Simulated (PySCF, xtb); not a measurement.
AlF2H3O2Si, SMILES [OH][Al]([OH])[SiH](F)F. Other conformers were not sampled.

Harmonic wavenumbers (cm⁻¹) from GFN2-xTB (xtb 6.7.1) at its own minimum, in rising order: 8, 82, 98, 152, 196, 221, 252, 415, 432, 471, 502, 508, 643, 676, 769, 814, 818, 977, 2237, 3760, 3764.

What does PBE-D3(BJ)/def2-SVP (PySCF 2.14.0) give at its own minimum? (An estimate is asked for; the answer gives what the named calculation found.)

13, 91, 99, 177, 235, 241, 270, 307, 345, 400, 458, 537, 772, 790, 794, 850, 909, 914, 2162, 3820, 3829. Paired by order, the mean absolute difference is 53 cm⁻¹ and the zero-point energies are 25.4 and 25.8 kcal/mol.
